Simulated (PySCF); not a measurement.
FH3Si2, neutral, multiplicity 1. Atoms are numbered in the order given.

```xyz
6

Si     0.6800    -0.8749     0.0000
F     -0.8025    -1.5434     0.0000
Si    -0.1028     1.4500     0.0000
H     -0.9387     1.7066     1.2045
H     -0.9387     1.7066    -1.2045
H      1.0195     2.4251     0.0000
```
Charge 0, spin multiplicity 1.

Geometry: B3LYP-D3(BJ)/def2-TZVP.

Method: PySCF with B3LYP/def2-TZVPD.

Symmetry labels are those of the subgroup Cs that the program uses (full group Cs).

Computed valence orbital energies around the gap with their symmetry:
| orbital | symmetry | energy (eV) |
|---|---|---|
| HOMO−7 | A' | -15.37 |
| HOMO−6 | A' | -14.32 |
| HOMO−5 | A" | -12.46 |
| HOMO−4 | A' | -12.41 |
| HOMO−3 | A' | -10.41 |
| HOMO−2 | A" | -9.65 |
| HOMO−1 | A' | -9.58 |
| HOMO | A' | -6.28 |
| LUMO | A" | -3.22 |
| LUMO+1 | A' | -0.86 |
| LUMO+2 | A' | 0.07 |
| LUMO+3 | A' | 0.16 |
